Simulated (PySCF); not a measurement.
CdFHS, SMILES [F][Cd][SH].

Coordinates come from a B3LYP-D3(BJ)/def2-TZVP optimisation. The def2 effective core potentials stand for the cores of Cd; spin–orbit coupling is left out. One conformer was computed; it need not be the lowest.

Level of theory: ωB97X/def2-TZVPD run with PySCF.

Symmetry labels are those of the subgroup Cs that the program uses (full group Cs).

Computed valence orbital energies around the gap with their symmetry:
```json
[
 {"orbital": "HOMO−7", "symmetry": "A\"", "energy (eV)": "-18.52"},
 {"orbital": "HOMO−6", "symmetry": "A'", "energy (eV)": "-18.51"},
 {"orbital": "HOMO−5", "symmetry": "A'", "energy (eV)": "-13.94"},
 {"orbital": "HOMO−4", "symmetry": "A'", "energy (eV)": "-13.24"},
 {"orbital": "HOMO−3", "symmetry": "A\"", "energy (eV)": "-12.56"},
 {"orbital": "HOMO−2", "symmetry": "A'", "energy (eV)": "-12.52"},
 {"orbital": "HOMO−1", "symmetry": "A'", "energy (eV)": "-11.44"},
 {"orbital": "HOMO", "symmetry": "A\"", "energy (eV)": "-10.06"},
 {"orbital": "LUMO", "symmetry": "A'", "energy (eV)": "-0.08"},
 {"orbital": "LUMO+1", "symmetry": "A'", "energy (eV)": "1.00"},
 {"orbital": "LUMO+2", "symmetry": "A\"", "energy (eV)": "1.34"},
 {"orbital": "LUMO+3", "symmetry": "A'", "energy (eV)": "1.90"}
]
```
